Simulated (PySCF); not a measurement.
A series of substituents X on one scaffold: SiH2Cl-X. Gas-phase values, no solvent. One relaxed conformer stands for each flexible species; it need not be the lowest. Strings in code marks are SMILES.

Computed with PBE0-D4/def2-TZVP (PySCF). All candidates: neutral, multiplicity 1. Delta-SCF ions had no search for a lower state. Excitations are Tamm–Dancoff values on a coarser integration grid. The basis has no diffuse functions, so Rydberg states are missing or too high.

* **vertical ionisation energy (Delta-SCF)**: 9.66 eV
* **LUMO**: -0.32 eV
* **T1 excitation (TDA)**: 5.04 eV

Question: Name which member has these values.
A) `S=C[SiH2]Cl` (S–C–Si–Cl torsion 180°)
B) `[SiH3]O[SiH2]Cl` (Si–O–Si–Cl torsion 41°)
C) `Cl[SiH2][SeH]` (Cl–Si–Se–H torsion 72°)
D) `[C-]#[N+][SiH2]Cl`

Answer: C, `Cl[SiH2][SeH]` (Cl–Si–Se–H torsion 72°). The others give `S=C[SiH2]Cl` (S–C–Si–Cl torsion 180°): 9.01 eV, -3.15 eV, 1.29 eV; `[SiH3]O[SiH2]Cl` (Si–O–Si–Cl torsion 41°): 10.76 eV, -0.12 eV, 6.96 eV; `[C-]#[N+][SiH2]Cl`: 11.50 eV, -0.97 eV, 5.10 eV
